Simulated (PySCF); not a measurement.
Compound: C3H5F2PSi.
Structure used (PBE0-D3(BJ)/def2-SVP), in Å, numbered top down from 1:
```
atom  x, y, z in Å
F1    -1.5530   -2.4608    0.0236
C2    -1.4416   -1.1666    0.1181
C3    -0.6728   -0.1312   -0.0225
Si4    0.8573    0.8080   -0.3945
F5     0.6836    2.2994    0.2319
P6     2.5707   -0.2101    0.6502
C7    -2.1705    0.0478    0.4292
H8     1.0320    0.9844   -1.8628
H9     2.4154   -1.3666   -0.1781
H10    3.5681    0.3696   -0.1940
H11   -2.8922    0.4671   -0.2889
H12   -2.3697    0.3284    1.4747
```

Computed, not measured: PBE0-D3(BJ)/def2-SVP geometry optimisation, gas phase (PySCF).

Masses are those of the commonest isotopes; rigid-rotor values at the optimised geometry. The values belong to one conformer with, in the numbering `[F:1][C:2]1=[C:3]([Si@@H:4]([F:5])[PH2:6])[CH2:7]1`, C2–C3–Si4–F5 -164°, C3–Si4–P6–H 66° and 159°.

Question: Give the principal moments of inertia and the rotational constants in cm⁻¹.

Answer: Ia = 206.51, Ib = 485.03, Ic = 647.67 u·Å²; 505379 MHz·u·Å²/I gives 2447, 1042 and 780.3 MHz, that is A = 0.08163, B = 0.03476, C = 0.02603 cm⁻¹.

Question: Classify the top.

Answer: An asymmetric top; Ray's κ = -0.686.

Question: Is it planar, by Δ = Ic − Ia − Ib?

Answer: Not planar: Δ = Ic − Ia − Ib = -43.87 u·Å². For a rigid frame Δ = −2 Σ m c², so Σ m c² = 21.94 u·Å² lies off the ab plane: 7.09 from hydrogen and 14.85 from heavier atoms. The atom farthest from that plane is 1.98 Å away.

Question: Give the other two planar moments, Paa and Pbb, and the rms extents of the mass along the axes.

Answer: Paa = Σ m a² = (Ib + Ic − Ia)/2 = 463.09 and Pbb = Σ m b² = (Ia + Ic − Ib)/2 = 184.58 u·Å². With the mass M = 137.99 u, the rms extents √(P/M) along a, b and c are 1.83, 1.16, 0.40 Å.

Question: List the rotational levels J(Ka,Kc) to J = 4 (MHz).

Answer: Above 0(0,0):
J = 1: 1(0,1) 1822, 1(1,1) 3228, 1(1,0) 3489
J = 2: 2(0,2) 5434, 2(1,2) 6610, 2(1,1) 7395, 2(2,1) 11611, 2(2,0) 11644
J = 3: 3(0,3) 10771, 3(1,3) 11665, 3(1,2) 13232, 3(2,2) 17078, 3(2,1) 17241, 3(3,1) 24778, 3(3,0) 24781
J = 4: 4(0,4) 17755, 4(1,4) 18372, 4(1,3) 20970, 4(2,3) 24341, 4(2,2) 24808, 4(3,2) 32126, 4(3,1) 32145, 4(4,1) 42826, 4(4,0) 42826
The levels of one J sum to (2J + 1)J(J + 1)(A + B + C)/3.

Question: Which lines would a microwave search look for?

Answer: The dipole components are |μa| = 0.50 D, |μb| = 0.49 D, |μc| = 1.13 D. The squared components, which scale the intensities, stand as 0.20 : 0.19 : 1.00 (a : b : c). Some of the stronger lines:

| type | branch | J(Ka,Kc) | MHz | lower level (cm⁻¹) |
| --- | --- | --- | --- | --- |
| c | Q | 3(1,3) ← 3(0,3) | 894 | 0.359 |
| c | Q | 1(1,1) ← 1(0,1) | 1405 | 0.061 |
| b | Q | 2(1,1) ← 2(0,2) | 1962 | 0.181 |
| b | Q | 3(1,2) ← 3(0,3) | 2462 | 0.359 |
| b | R | 1(1,1) ← 0(0,0) | 3228 | 0.000 |
| c | R | 1(1,0) ← 0(0,0) | 3489 | 0.000 |
| a | R | 2(0,2) ← 1(0,1) | 3611 | 0.061 |
| a | R | 2(1,1) ← 1(1,0) | 3906 | 0.116 |
| b | Q | 3(2,1) ← 3(1,2) | 4008 | 0.441 |
| a | R | 3(1,3) ← 2(1,2) | 5055 | 0.220 |
| a | R | 3(2,2) ← 2(2,1) | 5467 | 0.387 |
| c | R | 2(1,1) ← 1(0,1) | 5573 | 0.061 |
| a | R | 3(2,1) ← 2(2,0) | 5596 | 0.388 |
| a | R | 3(1,2) ← 2(1,1) | 5837 | 0.247 |
| b | R | 3(1,3) ← 2(0,2) | 6232 | 0.181 |
| b | Q | 3(3,0) ← 3(2,1) | 7540 | 0.575 |
| b | Q | 3(3,1) ← 3(2,2) | 7700 | 0.570 |
| b | R | 2(2,1) ← 1(1,0) | 8122 | 0.116 |
| c | R | 2(2,0) ← 1(1,0) | 8155 | 0.116 |
| b | R | 3(2,2) ← 2(1,1) | 9683 | 0.247 |
| c | R | 3(2,2) ← 2(1,2) | 10468 | 0.220 |
| b | R | 3(2,1) ← 2(1,2) | 10630 | 0.220 |
| b | R | 3(3,1) ← 2(2,0) | 13134 | 0.388 |
| c | R | 3(3,1) ← 2(2,1) | 13167 | 0.387 |

Question: Estimate the classical rotational partition function at 10 K, 25 K and 200 K.

Answer: Point group C1, symmetry number σ = 1; q = (√π/σ)·√((kT/h)³/(ABC)), k/h = 20836.6 MHz/K: 3780 at 10 K, 14900 at 25 K, 338000 at 200 K.

PBE0-D3(BJ)/def2-SVP frequencies: not computed here. Constants of a rigid frame at the computed geometry: no zero-point averaging, no centrifugal distortion.
